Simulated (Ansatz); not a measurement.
Zr2(Cl)8 (Zr₂Cl₈) was relaxed with r2SCAN-D4 (def2-SVP) in Ansatz in these states: charge +1 doublet, charge -1 doublet, neutral singlet. The geometries follow in no particular order.

In the def2 sets Zr takes a core potential; there is no spin–orbit coupling.

A:

```xyz
10

Zr   -0.949    0.913    0.692
Cl   -0.642    3.245    1.107
Cl   -2.543    0.898   -1.087
Cl   -2.286    0.405    2.605
Cl    1.277    0.143    1.681
Zr    1.092   -1.019   -0.735
Cl   -0.927   -1.968    0.270
Cl    3.231   -1.951   -0.177
Cl    0.775   -1.980   -2.897
Cl    0.972    1.314   -1.458
```

B:

```
atom    x (Å)    y (Å)    z (Å)
 Zr1  -0.6418   1.4375  -0.7104
 Cl2   0.4368   2.9938  -2.0463
 Cl3  -2.2589   0.4964  -2.1142
 Cl4  -1.9612   2.7413   0.6957
 Cl5   1.1442   1.0812   1.1066
 Zr6   0.8162  -1.5306   0.7863
 Cl7  -1.4760  -1.0057   1.1110
 Cl8   2.2519  -1.7704   2.6171
 Cl9   0.7398  -3.7552   0.0922
Cl10   0.9491  -0.6885  -1.5382
```

C:

```xyz
10

Zr    1.140   -0.304   -1.433
Cl    0.802   -2.314   -2.453
Cl    2.070    1.220   -3.124
Cl    3.532    0.219   -1.059
Cl    0.968   -0.782    1.022
Zr   -1.409    0.177    1.642
Cl   -1.736    2.439    1.908
Cl   -1.129   -0.614    3.779
Cl   -3.298   -0.888    0.874
Cl   -0.943    0.847   -1.156
```

Judge from the bond lengths which geometry belongs to which state (an estimate).

A is the charge -1 doublet (Zr1–Cl7 2.912 Å, Zr1–Zr6 3.152 Å, Zr1–Cl10 2.911 Å); B is the neutral singlet (Zr1–Cl7 3.160 Å, Zr1–Zr6 3.630 Å, Zr1–Cl10 2.781 Å); C is the charge +1 doublet (Zr1–Cl7 5.192 Å, Zr1–Zr6 4.023 Å, Zr1–Cl10 2.396 Å).

In the charge 1 doublet, Cl3 and Cl4 lie 2.72 Å apart (atoms count from 1), so these atoms are partly bonded to each other.
